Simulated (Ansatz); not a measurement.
Other settings, tried on WO₄H₂ (the lowest singlet isomer of a short search).

```yaml
crystal:
  periodic: [false, false, false]
  atoms:
    - {symbol: W, position_ang: [0.137561, -0.117835, 0.154492]}
    - {symbol: O, position_ang: [1.609419, 1.140952, 0.432450]}
    - {symbol: O, position_ang: [0.375614, -1.755168, 0.597494]}
    - {symbol: O, position_ang: [0.712329, 1.033239, 1.573531]}
    - {symbol: O, position_ang: [-1.551999, 0.258910, -0.598660]}
    - {symbol: H, position_ang: [1.000345, -0.225930, -1.308736]}
    - {symbol: H, position_ang: [-2.283278, -0.334178, -0.850562]}
basis:
  gaussian: {orbitals: def2-SVPD}
magnetization: {spin_polarized: true, initial_magnetization: 0}
hamiltonian: {xc: {name: r2SCANh}}
```

```sh
$ ansatz run in.yaml --threads 4 --pin off --events-out ev --progress --plain --max-ram 3916MiB
```

It prints (some lines left out):

```
Functional definition: r2SCANh
1184 factors; their error is unknown
mean field evaluation 1: about -10021.2222 eV, gradient 6.6e1 eV
mean field evaluation 2: about -9819.2933 eV, gradient 2.1e2 eV
mean field evaluation 4: about -10035.5318 eV, gradient 2.2e1 eV
mean field evaluation 8: about -10037.3671 eV, gradient 3.0e-1 eV
mean field evaluation 16: about -10037.3614 eV, gradient 3.0e-3 eV
mean field -10037.36140785 eV, -368.8662281706 hartree, gradient 8.1e-5 eV, S^2 0.000000; 0 other end points of the search recorded, 0 dependent functions left out
reference -10037.36142894 eV, -368.8662289456 hartree; 24, 24 occupied and 119, 119 virtual orbitals, 1184 factors
Total energy: -10037.36142894 eV, -368.8662289456 hartree
```

It took 6 s on 4 threads of Arm Neoverse V2 on a shared host.

In the def2 sets W takes a core potential; there is no spin–orbit coupling.
